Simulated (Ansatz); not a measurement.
`[OH][W](=[S])(=[S])[Cl]` + H–F → `[F][W](=[S])(=[S])[Cl]` + H₂O at 500 K and 1 bar (ligand exchange at a W–O bond).

Program: Ansatz. Geometries: PBE0-D4/def2-TZVP. ΔE: electronic, gas phase. CBS: MP2 limit from def2 TZ/QZ plus the TZ coupled-cluster correction, frozen cores. This one scheme is used for every species. Elements past krypton have def2 core potentials. For W outer-core shells are correlated without core-valence functions, which leaves a few kJ/mol of doubt a bond. One conformer a species, not always the lowest.

```csv
species,CCSD(T)/CBS energy (Eh),H − E (kJ/mol),S (J/(mol·K))
`[OH][W](=[S])(=[S])[Cl]`,-1398.25209,91.1,423.8
H–F,-100.39570,39.4,188.7
`[F][W](=[S])(=[S])[Cl]`,-1422.27249,58.1,411.1
H₂O,-76.37941,73.2,206.3
```

H − E and S are ideal-gas, rigid-rotor, harmonic terms from PBE0-D4/def2-TZVP, for one conformer and one mirror image of each species. 1 Eh = 2625.50 kJ/mol, R = 8.31446 J/(mol·K).

By hand: ΔE, ΔH, ΔS and ΔG.

ΔE = (-1422.27249) + (-76.37941) − (-1398.25209) − (-100.39570) = -0.00411 Eh = -10.8 kJ/mol. Δ(H − E) = 58.1 + 73.2 − 91.1 − 39.4 = 0.8, so ΔH = -10.0 kJ/mol. ΔS = 411.1 + 206.3 − 423.8 − 188.7 = 4.9 J/(mol·K). ΔG = -10.0 − 500 × (4.9)/1000 = -12.4 kJ/mol.

By hand: the equilibrium constant, and the temperature at which ΔG would vanish if ΔH and ΔS stayed fixed.

log₁₀ K = −ΔG/(RT ln 10) = 1.3. ΔH and −TΔS have one sign here, so there is no such temperature.

The number of gas molecules stays the same, so ΔS is small and ΔH decides. A doubt of 5 kJ/mol in ΔE shifts log₁₀ K by 0.5 here. Other conformers and mirror images would add mixing entropy, several J/(mol·K) or more a flexible species. These are equilibria of isolated gas molecules and say nothing of rates. Largest T1 diagnostic: 0.022 (customary marks: 0.02 for closed shells, 0.045 for open ones).

ΔS is within the doubt of such terms, so its sign, and with it that verdict, could turn.
